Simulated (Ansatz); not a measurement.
Reaction (atomization): `[BH2][GaH][O]CC` → B• + 2 C• + Ga• + 8 H• + O•

Gas-phase electronic energies from Ansatz, PBE0-D4/def2-TZVP geometries. CCSD(T)/CBS is the MP2 limit (def2-TZVPP, def2-QZVPP) plus CCSD(T) − MP2 in def2-TZVPP, frozen cores. This one scheme is used for every species, atoms too. DFT in def2-TZVPP. No spin–orbit coupling; open shells (•) take unrestricted orbitals. Spin–orbit coupling would lower the free atoms: a little for B, C, O; clearly for Ga. Bonds to Ga are less sure, by a few kJ/mol each and by 10 to 20 or more in all where they break to atoms, as the def2 sets lack core-valence functions. Scalar relativity is left out up to krypton. Each species was taken in one conformer, which may not be the lowest.

Task: What is ΔE at CCSD(T)/CBS? (An estimate is asked.)

Result: The calculation gave: +46.79 eV.

Task: What do these levels give: PBE-D4, ωB97X-V, r2SCAN, PBE0, CCSD/def2-TZVPP, HF/CBS(def2)? (Estimate.)

Result: Computed: PBE-D4 47.37, ωB97X-V 46.93, r2SCAN 46.93, PBE0 46.57, CCSD/def2-TZVPP 45.27, HF/CBS(def2) 34.95 eV.

Largest T1 diagnostic among the species: 0.014.

The D4 term adds +0.39 eV with B3LYP and +0.20 eV with PBE0; it sums over pairs of atoms, weighted by their polarisabilities, and B3LYP, whose exchange is more repulsive, gets the larger term. In def2-TZVPP, CCSD(T) changes the Hartree–Fock value by +10.95 eV (the triples alone add +0.57 eV) and MP2 by +11.47 eV; breaking electron pairs costs correlation energy, which Hartree–Fock lacks. From PBE to PBE0 (25 % exact exchange), in def2-TZVPP and without D4, ΔE moves by −0.57 eV: exact exchange takes away binding that semilocal exchange gives to molecules.

B3LYP here is the variant with VWN-RPA as its local correlation; programs differ in this.

For atomizations the MP2-based limit and the directly extrapolated one differ by several kJ/mol either way, and by 10 to 25 for some Ge, Se and Sn compounds, so smaller differences from it don't rank the levels.
